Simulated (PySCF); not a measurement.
C₄H₅, SMILES [CH2]C#CC, multiplicity 2. Coordinates come from a ωB97X-D3(BJ)/def2-SVP optimisation.

**Question.** Give the equilibrium geometry at ωB97X-D3(BJ)/def2-SVP (PySCF confirms it by a frequency run) as Cartesian coordinates in Å. (The exact figures need the calculation; the answer reports its results.)

**Answer.** 
```xyz
9

C      1.9080     0.1143     0.5207
C      0.5003     0.0296     0.1317
C     -0.6851    -0.0411    -0.1878
C     -2.0150    -0.1205    -0.5477
H      2.4505    -0.8030     0.2421
H      2.0061     0.2457     1.6112
H      2.4021     0.9692     0.0325
H     -2.5736     0.7777    -0.8259
H     -2.5341    -1.0831    -0.5614
```
Charge 0, spin multiplicity 2.
